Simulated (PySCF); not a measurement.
## Deuteron quadrupole couplings in `C=C[Si@]1(N(C)C)CCCO1`

Species: C7H15NOSi.
Structure used (PBE0-D3(BJ)/def2-SVP), in Å, numbered top down from 1:
```xyz
25
C7H15NOSi angstrom
C     -0.138    3.044   -0.167
C     -0.411    1.965   -0.911
Si     0.037    0.222   -0.428
N     -1.358   -0.783   -0.193
C     -2.197   -0.593    0.960
C     -1.988   -1.460   -1.297
C      1.303    0.066    0.960
C      2.572   -0.249    0.147
C      2.155   -1.052   -1.087
O      0.987   -0.471   -1.633
H      0.406    2.971    0.781
H     -0.441    4.055   -0.465
H     -0.963    2.118   -1.849
H     -3.088    0.036    0.754
H     -1.637   -0.107    1.775
H     -2.564   -1.562    1.350
H     -1.266   -1.592   -2.116
H     -2.869   -0.915   -1.695
H     -2.338   -2.465   -0.995
H      1.432    0.941    1.613
H      1.020   -0.787    1.600
H      3.332   -0.789    0.735
H      3.032    0.696   -0.188
H      2.945   -1.055   -1.856
H      1.960   -2.107   -0.810
```

Level: PBE0/pcSseg-1 (PySCF, non-relativistic); Q(2H) = 0.00286 b; rigid geometry, the same for H and D, with no vibrational averaging.

**Question.** Rank these positions by the coupling χzz of a deuteron there, largest first.
A. H23 (methylene hydrogen)
B. H18 (methyl hydrogen)
C. H13 (vinylic hydrogen)
D. H21 (methylene hydrogen)

**Answer.** C (201 kHz), D (196 kHz), A (191 kHz), B (183 kHz).

**Question.** What are Vzz, η and χzz (234.96 MHz × Q × Vzz) at all hydrogens?

**Answer.** 
```csv
atom,bonded to,bond length (Å),Vzz (au),η,χzz (kHz)
H11,C1,1.096,0.3002,0.05,202
H12,C1,1.096,0.3011,0.04,202
H13,C2,1.099,0.2994,0.04,201
H14,C5,1.110,0.2723,0.05,183
H15,C5,1.102,0.2849,0.09,191
H16,C5,1.107,0.2789,0.06,187
H17,C6,1.100,0.2832,0.06,190
H18,C6,1.110,0.2729,0.05,183
H19,C6,1.107,0.2792,0.06,188
H20,C7,1.099,0.3019,0.04,203
H21,C7,1.103,0.2924,0.05,196
H22,C8,1.102,0.2890,0.01,194
H23,C8,1.103,0.2838,0.02,191
H24,C9,1.102,0.2817,0.05,189
H25,C9,1.108,0.2703,0.05,182
```

**Question.** How does χzz go with the bond length over the 15 C–H bonds?

**Answer.** A straight-line fit has a slope of -14.8 kHz for each 0.01 Å, with a correlation coefficient of -0.90, over lengths from 1.096 to 1.110 Å. The longer bonds have the smaller couplings here.

Isolated species at its PBE0-D3(BJ)/def2-SVP geometry (one conformer only). A larger basis could move these couplings by a tenth or more.

The run behind these numbers computed NMR shieldings as well. The run took 65 s of wall time on an Arm Neoverse V2 with one thread, shared host with 96 logical CPUs at a one-minute load of 51, and the process peaked at 1.2 GiB of memory.
